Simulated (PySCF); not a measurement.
PySCF input for WBr₃, SMILES [Br][W]([Br])[Br] (connectivity only; charge and spin as stated), neutral, multiplicity 4, B3LYP-D3(BJ)/def2-SVP. Coordinates come from a B3LYP-D3(BJ)/def2-SVP optimisation. The spin state was assumed, not searched. The def2 effective core potentials stand for the cores of W; spin–orbit coupling is left out.

```python
import numpy as np
from pyscf import gto, scf, dft, df
from pyscf.hessian import thermo

mol = gto.M(
    atom='''
    W     0.00000000    0.00000000   -0.00000000
    Br   -2.42215115   -0.00000000    0.00000000
    Br    1.21107557    2.09764442    0.00000000
    Br    1.21107557   -2.09764442    0.00000000
    ''',
    basis='def2-SVP',
    ecp={'W': 'def2-svp'},
    charge=0,
    spin=3,
    max_memory=1600,
    verbose=3,
)
mf = dft.UKS(mol, xc='b3lyp').density_fit(auxbasis='def2-universal-jkfit')
mf.disp = 'd3bj'
mf.grids.level = 3
mf.conv_tol = 1e-11
mf.max_cycle = 100
mf.kernel()
fine, coarse = mf.grids, dft.Grids(mol).set(level=1).build(with_non0tab=True)
for _ in range(3):  # follow internal instabilities
    mf.grids = coarse
    mo, _, stable, _ = mf.stability(return_status=True, nroots=4)
    mf.grids = fine
    if stable:
        break
    mf.kernel(mf.make_rdm1(mo, mf.mo_occ))

# [left out here: the lines that compute and print the analytic Hessian (its translational invariance restored by hand, since the grid's response is missing), thermochemistry and intensities]
```

Log of the run:

```

WARN: HOMO -0.365662782428274 >= LUMO -0.386486743119962

converged SCF energy = -7788.84355917919  <S^2> = 3.7655344  2S+1 = 4.0077597
<class 'pyscf.df.df_jk.DFUKS'> wavefunction is stable in the internal stability analysis

WARN: DFTD3 does not support analytical Hessian, using finite difference


WARN: Mole.unit (angstrom) is changed to Bohr

Mode                                 0                   1                   2
Irrep
Freq [cm^-1]                       49.8815             60.9176             60.9236
Reduced mass [au]                 117.5007             86.8956             86.8960
Force const [Dyne/A]                0.1723              0.1900              0.1900
Char temp [K]                      71.7684             87.6469             87.6556
Normal mode                   x     y     z       x     y     z       x     y     z
       0   W                -0.00  0.00 -0.06    0.00 -0.03 -0.00   -0.03 -0.00  0.00
       1  Br                -0.00 -0.00  0.04    0.00  0.08  0.00   -0.03  0.00 -0.00
       2  Br                 0.00 -0.00  0.04   -0.05 -0.01  0.00    0.05 -0.05 -0.00
       3  Br                -0.00  0.00  0.04    0.05 -0.01  0.00    0.05  0.05 -0.00
Mode                                 3                   4                   5
Irrep
Freq [cm^-1]                      235.0627            286.0883            286.0988
Reduced mass [au]                  79.9040            105.0685            105.0691
Force const [Dyne/A]                2.6013              5.0667              5.0671
Char temp [K]                     338.2029            411.6174            411.6325
Normal mode                   x     y     z       x     y     z       x     y     z
       0   W                 0.00 -0.00  0.00   -0.05 -0.00 -0.00    0.00 -0.05  0.00
       1  Br                 0.06  0.00 -0.00    0.07  0.00  0.00   -0.00  0.00 -0.00
       2  Br                -0.03 -0.06 -0.00    0.02  0.03  0.00    0.03  0.05 -0.00
       3  Br                -0.03  0.06 -0.00    0.02 -0.03  0.00   -0.03  0.05 -0.00
temperature 298.1500 [K]
pressure 101325.00 [Pa]
Rotational constants [GHz] 0.71871 0.71871 0.35936
Symmetry number 6
Zero-point energy (ZPE) 0.00223 [Eh]   5855.557 [J/mol]
                           tot       elec      trans        rot        vib
Entropy [J/mol/K]       391.422     11.526    184.183    118.266     77.447
Cv [J/mol/K]             71.426      0.000     12.472     12.472     46.483
Cp [J/mol/K]             79.741      0.000     20.786     12.472     46.483
Internal energy [J/mol]                      3718.434   3718.434  15945.200
Internal energy [Eh]   -7788.83465  -7788.84356
Enthalpy [J/mol]                             6197.391   3718.434  15945.200
Enthalpy [Eh]          -7788.83371
Gibbs free energy [J/mol]                  -48716.782 -31542.445  -7145.553
Gibbs free energy [Eh] -7788.87816
mode   freq/cm-1   IR/(km/mol)
   1       49.88         1.051
   2       60.92         0.012
   3       60.92         0.012
   4      235.06         0.000
   5      286.09        35.526
   6      286.10        35.513
max |gradient| / (hartree/bohr): 4.295095111211207e-05
APT charges: [ 1.2226 -0.4075 -0.4075 -0.4075]
```

The run converged.
